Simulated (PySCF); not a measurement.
Cl2Si, singlet, geometry from GFN2-xTB; REVPBE/6-31G* in PySCF.

PySCF was given this input:
```python
from pyscf import gto, scf, dft

mol = gto.M(
    atom='''
Si    0.00085030    0.00527408    0.92381323
Cl    1.01602194    1.21319412   -0.38826774
Cl   -1.01672219   -1.21753748   -0.37251962
''',
    basis='6-31g*',
    verbose=4,
)

mf = dft.RKS(mol)
mf.xc = 'revpbe'
mf.grids.atom_grid = (99, 590)
mf.grids.prune = None
mf.kernel()
```

The log (banner, timings and long lists left out):

```
PySCF version 2.14.0

[INPUT] verbose = 4
[INPUT] num. atoms = 3
[INPUT] num. electrons = 48
[INPUT] charge = 0
[INPUT] spin (= nelec alpha-beta = 2S) = 0
[INPUT] symmetry False subgroup None
[INPUT] Mole.unit = angstrom
[INPUT] Symbol           X                Y                Z      unit          X                Y                Z       unit  Magmom
[INPUT]  1 Si     0.000850300000   0.005274080000   0.923813230000 AA    0.001606834124   0.009966566759   1.745753994950 Bohr   0.0
[INPUT]  2 Cl     1.016021940000   1.213194120000  -0.388267740000 AA    1.920003203149   2.292604622733  -0.733719691604 Bohr   0.0
[INPUT]  3 Cl    -1.016722190000  -1.217537480000  -0.372519620000 AA   -1.921326483868  -2.300812383593  -0.703960057827 Bohr   0.0

nuclear repulsion = 171.008537667658
number of shells = 24
number of NR pGTOs = 153
number of NR cGTOs = 54
basis = 6-31g*
ecp = {}

******** <class 'pyscf.dft.rks.RKS'> ********
method = RKS
initial guess = minao
damping factor = 0
level_shift factor = 0
DIIS = <class 'pyscf.scf.diis.CDIIS'>
diis_start_cycle = 1
diis_space = 8
diis_damp = 0
SCF conv_tol = 1e-09
SCF conv_tol_grad = None
SCF max_cycles = 50
direct_scf = True
direct_scf_tol = 1e-13
XC library pyscf.dft.libxc version 7.1.2
    S. Lehtola, C. Steigemann, M. J. T. Oliveira, and M. A. L. Marques,  SoftwareX 7, 1–5 (2018)
XC functionals = revpbe
    Y. Zhang and W. Yang,  Phys. Rev. Lett. 80, 890 (1998)
    J. P. Perdew, K. Burke, and M. Ernzerhof,  Phys. Rev. Lett. 77, 3865 (1996)
    J. P. Perdew, K. Burke, and M. Ernzerhof,  Phys. Rev. Lett. 78, 1396 (1997)
radial grids:
    Treutler-Ahlrichs [JCP 102, 346 (1995); DOI:10.1063/1.469408] (M4) radial grids

becke partition: Becke, JCP 88, 2547 (1988); DOI:10.1063/1.454033
pruning grids: None
grids dens level: 3
symmetrized grids: False
atomic radii adjust function: <function treutler_atomic_radii_adjust>
User specified grid scheme (99, 590)
small_rho_cutoff = 0
Set gradient conv threshold to 3.16228e-05
Initial guess from minao.
tot grids = 175232
init E= -1209.86530988199
  HOMO = -0.245321728396813  LUMO = -0.116735010199305  gap/eV = 3.49902
cycle= 1 E= -1209.61999304167  delta_E= 0.245  |g|= 0.351  |ddm|=    2
  HOMO = -0.235171952019066  LUMO = -0.149268281859835  gap/eV = 2.33756
cycle= 2 E= -1209.4706452215  delta_E= 0.149  |g|= 0.748  |ddm|= 1.45
  HOMO = -0.23481140425877  LUMO = -0.126096428644106  gap/eV = 2.95829
cycle= 3 E= -1209.66410173746  delta_E= -0.193  |g|= 0.0367  |ddm|= 1.01
  HOMO = -0.244203390533743  LUMO = -0.133760385884328  gap/eV = 3.00531
cycle= 4 E= -1209.66455613315  delta_E= -0.000454  |g|= 0.0144  |ddm|= 0.105
  HOMO = -0.24266629915652  LUMO = -0.132216645727745  gap/eV = 3.00549
cycle= 5 E= -1209.66461841153  delta_E= -6.23e-05  |g|= 0.00288  |ddm|= 0.0183
  HOMO = -0.242384783474647  LUMO = -0.132082321286513  gap/eV = 3.00148
cycle= 6 E= -1209.66462214617  delta_E= -3.73e-06  |g|= 0.000446  |ddm|= 0.00743
  HOMO = -0.24235984214485  LUMO = -0.132041682164549  gap/eV = 3.00191
cycle= 7 E= -1209.66462220969  delta_E= -6.35e-08  |g|= 8.06e-05  |ddm|= 0.000556
  HOMO = -0.242366913137037  LUMO = -0.132043317116254  gap/eV = 3.00206
cycle= 8 E= -1209.66462221165  delta_E= -1.96e-09  |g|= 2.99e-06  |ddm|= 0.000153
  HOMO = -0.242367212976665  LUMO = -0.132043592916931  gap/eV = 3.00206
cycle= 9 E= -1209.66462221164  delta_E= 1.14e-12  |g|= 3.6e-07  |ddm|= 4.85e-06
  HOMO = -0.242367098571189  LUMO = -0.132043478091018  gap/eV = 3.00206
Extra cycle  E= -1209.66462221165  delta_E= -4.55e-13  |g|= 3.94e-07  |ddm|= 1.38e-06
converged SCF energy = -1209.66462221165
```
